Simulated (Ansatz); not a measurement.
Abridged output of a molecular run in Ansatz:

```
Functional definition: HF
803 factors; integrals over basis functions are off by at most 3.6e-4 eV
mean field evaluation 1: about -88297.4828 eV, gradient 1.7e1 eV
mean field evaluation 2: about -88297.5617 eV, gradient 1.7e1 eV
mean field evaluation 4: about -88298.7547 eV, gradient 1.3e0 eV
mean field evaluation 8: about -88298.7734 eV, gradient 2.7e-4 eV
mean field -88298.77341273 eV, -3244.9200718595 hartree, gradient 2.6e-6 eV, S^2 0.000000; 0 other end points of the search recorded, 0 dependent functions left out
18 core orbitals not correlated: weight in the atoms' cores, before any rotation towards them, 1.000 or more for the frozen orbitals, at most 0.000 for the correlated occupied ones
reference -88298.77341273 eV, -3244.9200718595 hartree; 19, 19 occupied and 39, 39 virtual orbitals, 803 factors
second order -12.08799565 eV of doubles, -0.00000000 eV of singles
cycle   1  -12.34731644 eV  change   -2.6e-1 eV  update   8.4e-2
cycle   2  -12.62672873 eV  change   -2.8e-1 eV  update   2.6e-2
cycle   3  -12.67805809 eV  change   -5.1e-2 eV  update   1.5e-2
cycle   4  -12.66557939 eV  change    1.2e-2 eV  update   4.2e-3
cycle   5  -12.66634642 eV  change   -7.7e-4 eV  update   1.7e-3
cycle   6  -12.66609680 eV  change    2.5e-4 eV  update   5.8e-4
cycle   7  -12.66593051 eV  change    1.7e-4 eV  update   1.9e-4
cycle   8  -12.66602352 eV  change   -9.3e-5 eV  update   5.8e-5
cycle   9  -12.66602634 eV  change   -2.8e-6 eV  update   1.6e-5
perturbative correction -0.32605329 eV, -0.0119822375 hartree
Total energy: -88311.76549236 eV, -3245.3975219796 hartree
```

Its atoms:

```xyz
3

Cl   -1.411   -1.263   -0.074
Sn    0.573   -0.245   -0.857
Br    0.838    1.508    0.931
```

Task: Which basis set was used?
A. def2-SVP
B. cc-pV(T+d)Z
C. def2-TZVPP
D. def2-TZVPPD

Result: A. It gives 76 functions.

Task: Write the keys of the input that set method, charge and spin (a neutral closed shell needs none for the last two).

Result: 
```yaml
correlation: {method: ccsd_t}
```
